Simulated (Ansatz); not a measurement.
Spectroscopic constants of AlO-, closed-shell singlet (lowest of 2S+1 = 1, 3, 5 at CCSD(T)/def2-TZVPP on PBE0 minima; our sources give no spin for the ground state, which may be another).

Constants: fifth-degree fit in 1/R to seven points, most abundant isotopes. Runs in def2 and cc sets follow the lowest solution found near the PBE0 minimum. The singlet is held restricted.

Programs: Ansatz (Gaussian basis) for Hartree–Fock, density functionals and correlated methods. 

Energies at B3LYP/def2-TZVPP:

| R (Å) | E (hartree) |
|---|---|
| 1.519634 | -317.75001877 |
| 1.560484 | -317.75699415 |
| 1.598067 | -317.76047774 |
| 1.640551 | -317.76167638 |
| 1.683036 | -317.76054020 |
| 1.732056 | -317.75696147 |
| 1.789247 | -317.75047175 |

**Question.** With a reduced mass of 10.0420 u, find the minimum, the force constant and the constants.

**Answer.** A fifth-degree polynomial in 1/R puts the minimum at r_e = 1.6395 Å with force constant 565 N/m. Then ω_e = (1/2πc)√(k/μ) = 977 cm⁻¹ and B_e = h/(8π²cμr_e²) = 0.6245 cm⁻¹; the cubic and quartic terms give α_e = 0.0047 and ω_e x_e = 4.9 cm⁻¹.

Ansatz is a program for electronic structure.
